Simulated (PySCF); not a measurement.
## `C1[C@@H]2C=C(N(C)C)[C@H]1C=C2`, C$_{9}$H$_{13}$N

Molfile (atoms numbered from 1):
```
C9H13N
     RDKit          3D

 23 24  0  0  0  0  0  0  0  0999 V2000
   -2.0107    1.0736    0.0033 C   0  0  0  0  0  0  0  0  0  0  0  0
   -1.4537   -0.2246    0.2906 N   0  0  0  0  0  0  0  0  0  0  0  0
   -2.1826   -1.0014    1.2559 C   0  0  0  0  0  0  0  0  0  0  0  0
   -0.0876   -0.3859    0.2871 C   0  0  0  0  0  0  0  0  0  0  0  0
    0.7032   -1.1550    1.0673 C   0  0  0  0  0  0  0  0  0  0  0  0
    2.1396   -0.9299    0.5786 C   0  0  2  0  0  0  0  0  0  0  0  0
    2.5035    0.5335    0.8684 C   0  0  0  0  0  0  0  0  0  0  0  0
    1.7228    1.2922    0.0910 C   0  0  0  0  0  0  0  0  0  0  0  0
    0.8384    0.3343   -0.7124 C   0  0  1  0  0  0  0  0  0  0  0  0
    1.8608   -0.8045   -0.9336 C   0  0  0  0  0  0  0  0  0  0  0  0
   -1.4509    1.5635   -0.8036 H   0  0  0  0  0  0  0  0  0  0  0  0
   -1.9985    1.7508    0.8823 H   0  0  0  0  0  0  0  0  0  0  0  0
   -3.0558    0.9685   -0.3280 H   0  0  0  0  0  0  0  0  0  0  0  0
   -1.8656   -2.0534    1.1986 H   0  0  0  0  0  0  0  0  0  0  0  0
   -3.2597   -0.9504    1.0375 H   0  0  0  0  0  0  0  0  0  0  0  0
   -2.0219   -0.6539    2.2978 H   0  0  0  0  0  0  0  0  0  0  0  0
    0.4263   -1.7396    1.9423 H   0  0  0  0  0  0  0  0  0  0  0  0
    2.8763   -1.6791    0.8971 H   0  0  0  0  0  0  0  0  0  0  0  0
    3.2175    0.8668    1.6234 H   0  0  0  0  0  0  0  0  0  0  0  0
    1.6517    2.3804    0.0659 H   0  0  0  0  0  0  0  0  0  0  0  0
    0.3495    0.7475   -1.6037 H   0  0  0  0  0  0  0  0  0  0  0  0
    2.7331   -0.4788   -1.5216 H   0  0  0  0  0  0  0  0  0  0  0  0
    1.4147   -1.7125   -1.3655 H   0  0  0  0  0  0  0  0  0  0  0  0
  1  2  1  0
  2  3  1  0
  2  4  1  0
  4  5  2  0
  5  6  1  0
  6  7  1  0
  7  8  2  0
  8  9  1  0
  9 10  1  0
  9  4  1  0
 10  6  1  0
  1 11  1  0
  1 12  1  0
  1 13  1  0
  3 14  1  0
  3 15  1  0
  3 16  1  0
  5 17  1  0
  6 18  1  6
  7 19  1  0
  8 20  1  0
  9 21  1  6
 10 22  1  0
 10 23  1  0
M  END
```

Computed with quadratic response CAM-B3LYP/def2-SVPD first hyperpolarisability, Taylor convention, gas phase in PySCF. Geometry: PBE0-D3(BJ)/def2-SVP.

Task: Give the tensor of the second harmonic β(−2ω;ω,ω) at 1907 nm in the axes of these coordinates.

Result: In au, Taylor convention; rows are the first index (the induced dipole):
```tsv
	xx	yy	zz	xy	xz	yz
x	-236.5	+25.2	+8.3	-15.1	-20.2	+5.7
y	-12.3	-35.8	-29.0	+25.4	+5.7	-22.9
z	-20.7	-22.5	-105.8	+5.9	+8.5	-28.6
```
Norm of βᵢ = ⅓ Σⱼ (βᵢⱼⱼ + βⱼᵢⱼ + βⱼⱼᵢ): 263.6 au, hyper-Rayleigh value 112.2 au.
